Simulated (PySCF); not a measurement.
HNSi, SMILES N#[SiH].

Coordinates come from a B3LYP-D3(BJ)/def2-TZVPD optimisation.

The numbers are results of ωB97X/def2-TZVPD (PySCF), not measurements.

Isolated molecule, no solvent.

Computed frontier levels, gap, dipole moment and polarisability:
```json
{
 "highest_occupied_level": "-10.05 eV",
 "lowest_empty_level": "-0.17 eV",
 "orbital_gap": "9.88 eV",
 "dipole_moment": "5.19 D",
 "quadrupole, principal values (traceless, Buckingham form, about the centre of nuclear charge)": "-1.55, 0.77, 0.77 D·Å",
 "mean_static_polarisability": "39.7 bohr³ (5.88 Å³)",
 "polarisability_principal_values": "34.1, 34.1, 50.9 bohr³"
}
```
